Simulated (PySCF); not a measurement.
Compound: Mo(NH)F4 (singlet state).
Structure used (PBE0-D3(BJ)/def2-SVP), in Å, numbered top down from 1:
```
atom  x, y, z in Å
Mo1   -0.003   -0.001   -0.359
N2     0.017    0.016    1.312
H3     0.022    0.011    2.329
F4     1.777   -0.003   -0.842
F5    -0.014    1.780   -0.838
F6    -1.795   -0.011   -0.799
F7    -0.005   -1.792   -0.802
```

Method: TDDFT B3LYP/def2-SVPD, vertical, gas phase, core orbitals frozen in the response, def2 core potentials past Kr (PySCF 2.14.0, density-fitted response routines). Spin–orbit coupling is left out.

Kohn–Sham orbitals with the atoms that hold most of them (Löwdin shares over 4%, at most four atoms; ? is withheld):

```json
{"orbital": "HOMO-3", "ε (eV)": "-11.91", "atoms": "F5 25%, F4 25%, F7 25%, F6 24%"}
{"orbital": "HOMO-2", "ε (eV)": "-11.22", "atoms": "F7 25%, F6 25%, F4 25%, F5 25%"}
{"orbital": "HOMO-1", "ε (eV)": "-10.20", "atoms": "N2 51%, F4 15%, F6 15%, Mo1 13%"}
{"orbital": "HOMO", "ε (eV)": "-10.20", "atoms": "N2 51%, F5 15%, F7 15%, Mo1 13%"}
{"orbital": "LUMO", "ε (eV)": "?", "atoms": "?"}
{"orbital": "LUMO+1", "ε (eV)": "-3.07", "atoms": "Mo1 55%, N2 26%, F7 6%, F5 6%"}
{"orbital": "LUMO+2", "ε (eV)": "-3.07", "atoms": "Mo1 55%, N2 26%, F6 6%, F4 6%"}
```

(1) Give the leading atoms of the LUMO.

(2) What is the LUMO energy, and the HOMO–LUMO gap?

Answers

(1) Mo1 (bonded to 4 F and N) 69%; F5 (bonded to Mo) 8%; F4 (bonded to Mo) 8%; F6 (bonded to Mo) 8%. By element: molybdenum 69%, fluorine 22% or more.

(2) ε(LUMO) = -4.63 eV; the gap is 5.57 eV (0.2046 hartree).

Within 0.005 eV of a neighbour in this list lie HOMO-1/HOMO and LUMO+1/LUMO+2 (point group found: C4v); within a degenerate set the shares of single atoms can hang on how the components are chosen.

Q: How does S1 compare with the orbital gap of 5.57 eV?

A: S1 is at 4.05 eV (f = 0.0007), 1.52 eV below the gap, made of HOMO-1/HOMO→LUMO (100%). S1/S2 lie within about 0.01 eV of each other. 

For S1 the Löwdin share of molybdenum is 13% in HOMO and 69% in LUMO (ligand-to-metal charge transfer by this measure).

Next come S2 at 4.05 eV (f 0.0007), HOMO-1/HOMO→LUMO (100%); S3 at 5.31 eV (f 0.0000), HOMO-1/HOMO→LUMO+1/LUMO+2 (≥88%); S4 at 5.39 eV (f 0.0000), HOMO-1/HOMO→LUMO+1/LUMO+2 (52%), HOMO-2→LUMO (48%); S5 at 5.56 eV (f 0.0000), HOMO-1/HOMO→LUMO+1/LUMO+2 (99%).

Orbitals of the list HOMO-3 to LUMO+2 that lie within 0.01 eV of each other are written together with a slash and their weights summed (≥ marks a lower bound); for degenerate orbitals outside that list single weights are arbitrary.

On one thread of an Arm Neoverse V2, shared host, this took 88 s of wall time.
